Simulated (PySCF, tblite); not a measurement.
A set of runs on `CO[CH+][C]1CCC1` [radical]; the geometry of each is named by its level. Settings lines and outputs come from a driver script.

Compound: C6H10O (charge +1 and doublet state).
Numbering: `[CH3:1][O:2][CH+:3][C:4]1[CH2:5][CH2:6][CH2:7]1` (hydrogens: H8, H9, H10 on C1; H11 on C3; H12, H13 on C5; H14, H15 on C6; H16, H17 on C7)

Step 1: GFN2-xTB geometry optimisation, gas phase (tblite 0.8.0) (from a force-field or distance-geometry start)
```json
{"job": {"kind": "relax", "xc": "GFN2-xTB", "basis": "xTB"}, "charge": 1, "multiplicity": 2}
```
```
step      E/eV     max force
  0    -583.05228    4.041
  1    -583.56284    1.633
  2    -583.70264    1.067
...
 94    -585.18114    0.018
 95    -585.18122    0.015
 96    -585.18128    0.016
 97    -585.18132    0.012
 98    -585.18134    0.009
```

Energy lowered by 49.1 kcal/mol over 98 steps; largest atomic force 0.009 eV/Å at the end. «max force» is the largest atomic force in eV/Å.

Step 2: GFN2-xTB harmonic vibrations, gas phase (tblite 0.8.0) (on the GFN2-xTB geometry)
```json
{"job": {"kind": "ir", "xc": "GFN2-xTB", "basis": "xTB"}, "charge": 1, "multiplicity": 2}
```
```
(table of modes left out)
```

45 modes from -110 to 3045 cm⁻¹ (unscaled, harmonic, a negative number standing for an imaginary wavenumber); zero-point energy 88.7 kcal/mol from the real modes; the lowest is imaginary at this level.

Step 3: UKS B3LYP, pcH-1 on C H O, non-relativistic, mean-field spin-orbit, GIAO (PySCF 2.14.0) (on the GFN2-xTB geometry)
```json
{"job": {"kind": "epr", "basis": "pcH-1"}, "charge": 1, "multiplicity": 2}
```
```
...
E = -309.55948716 Eh   <S^2> = 0.7532 (exact 0.7500)
g shifts (ppm)      1          2          3
  rmc          -196       -196       -196
  gc             -4         39         25
  oz_so         -20       1494       3473
  total        -220       1337       3303
hyperfine (MHz)  atom isotope    a_iso     a_fc   dipolar eigenvalues
    0   13C      -9.59      -9.59     -1.70      0.05      1.65
    1   17O     -29.96     -29.96    -91.76     44.87     46.89
    2   13C      -1.84      -1.84    -23.46    -19.77     43.22
    3   13C      28.23      28.23    -36.88    -35.45     72.33
    4   13C     -16.53     -16.53     -3.09     -1.34      4.43
    5   13C      -0.15      -0.15     -1.05      0.25      0.80
    6   13C     -17.32     -17.32     -3.61     -1.78      5.38
    7    1H      44.32      44.32     -3.17     -1.92      5.10
    8    1H      36.20      36.20     -3.21     -1.85      5.06
    9    1H      -0.21      -0.21     -2.84     -2.63      5.47
   10    1H     -19.56     -19.56    -10.99     -4.43     15.42
   11    1H      86.94      86.94     -4.28     -1.73      6.01
   12    1H      87.75      87.75     -4.26     -1.85      6.10
   13    1H       7.75       7.75     -1.83     -1.50      3.34
   14    1H       6.99       6.99     -1.84     -1.49      3.33
...
```

⟨S²⟩ 0.753; g_iso 2.0038. rmc, gc and oz_so are the mass-correction, gauge-correction and orbital-Zeeman/spin–orbit parts of the g shift along its three principal axes; a_iso is the isotropic hyperfine coupling and a_fc its Fermi-contact part. The log counts atoms from 0, this text from 1.

Question: Which step took the most CPU time, and about what did each take on Arm Neoverse V2, one thread (shared host)?

Answer: Step 3, about 99 % of the total. CPU time by step: 1: 0.5 s, 2: 0.42 s, 3: 70 s.

Geometry of the electronic-property runs (GFN2-xTB):
```
atom  x, y, z in Å
C1     3.1127    0.4675    0.4143
O2     1.7093    0.6190    0.3789
C3     0.9577   -0.3384   -0.0864
C4    -0.4121   -0.2028   -0.1228
C5    -1.3419    0.8742    0.2731
C6    -2.5123   -0.0137   -0.1692
C7    -1.4996   -1.0954   -0.5719
H8     3.4003   -0.3321    1.1042
H9     3.5118    0.2321   -0.5762
H10    3.5175    1.4157    0.7643
H11    1.4223   -1.2551   -0.4494
H12   -1.3118    1.1446    1.3318
H13   -1.2174    1.8126   -0.2737
H14   -3.1906   -0.3031    0.6300
H15   -3.1038    0.3866   -0.9890
H16   -1.5732   -2.0445   -0.0344
H17   -1.4759   -1.3550   -1.6335
```

 GFN2-xTB frequencies show an imaginary mode (110i cm⁻¹), so this geometry is no minimum at that level. (This holds for the electronic-property runs.)

One conformer stands for the species.
